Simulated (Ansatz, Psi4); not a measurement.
Ansatz (a quantum-chemistry and plane-wave program) was given this input:
Ansatz 0.2 input:
```yaml
crystal:
  periodic: [false, false, false]
  atoms:
    - {symbol: C, position_ang: [3.00044396, 0.79759710, 0.66571039]}
    - {symbol: C, position_ang: [2.04587120, -0.27584483, 0.15800473]}
    - {symbol: C, position_ang: [0.59272182, 0.07786896, 0.47280372]}
    - {symbol: C, position_ang: [-0.35921282, -0.99079553, -0.03562520]}
    - {symbol: O, position_ang: [-1.75466371, -0.65762448, 0.31851904]}
    - {symbol: C, position_ang: [-2.41281035, 0.18240398, -0.37523275]}
    - {symbol: O, position_ang: [-2.20749478, 0.84503096, -1.35174181]}
    - {symbol: H, position_ang: [2.90956674, 0.91094893, 1.74349166]}
    - {symbol: H, position_ang: [4.02877643, 0.53229733, 0.43361832]}
    - {symbol: H, position_ang: [2.77920662, 1.75523836, 0.20052992]}
    - {symbol: H, position_ang: [2.29347661, -1.23348074, 0.62104767]}
    - {symbol: H, position_ang: [2.16428389, -0.38738017, -0.92173398]}
    - {symbol: H, position_ang: [0.33960557, 1.03177650, 0.00430436]}
    - {symbol: H, position_ang: [0.46487997, 0.18610122, 1.55204715]}
    - {symbol: H, position_ang: [-0.18226422, -1.95518600, 0.44115568]}
    - {symbol: H, position_ang: [-0.30234651, -1.08694523, -1.12264397]}
basis:
  gaussian:
    orbitals: STO-3G
hamiltonian:
  xc: {name: BHLYP}
magnetization: {spin_polarized: true, initial_magnetization: 1}
accuracy: high
```

Convert this to an input for Psi4.

This is not unique; one that fits is 
```
memory 2 GB

molecule {
0 2
  C     3.00044396    0.79759710    0.66571039
  C     2.04587120   -0.27584483    0.15800473
  C     0.59272182    0.07786896    0.47280372
  C    -0.35921282   -0.99079553   -0.03562520
  O    -1.75466371   -0.65762448    0.31851904
  C    -2.41281035    0.18240398   -0.37523275
  O    -2.20749478    0.84503096   -1.35174181
  H     2.90956674    0.91094893    1.74349166
  H     4.02877643    0.53229733    0.43361832
  H     2.77920662    1.75523836    0.20052992
  H     2.29347661   -1.23348074    0.62104767
  H     2.16428389   -0.38738017   -0.92173398
  H     0.33960557    1.03177650    0.00430436
  H     0.46487997    0.18610122    1.55204715
  H    -0.18226422   -1.95518600    0.44115568
  H    -0.30234651   -1.08694523   -1.12264397
}

set basis sto-3g
set reference uks
set scf_type pk
set puream true
set d_convergence 1e-8
set dft_radial_points 99
set dft_spherical_points 590

energy('bhhlyp')
print_variables()
```

Both were run: Ansatz gave -341.716003 Eh and Psi4 -341.716003 Eh, 0.001 mEh apart.
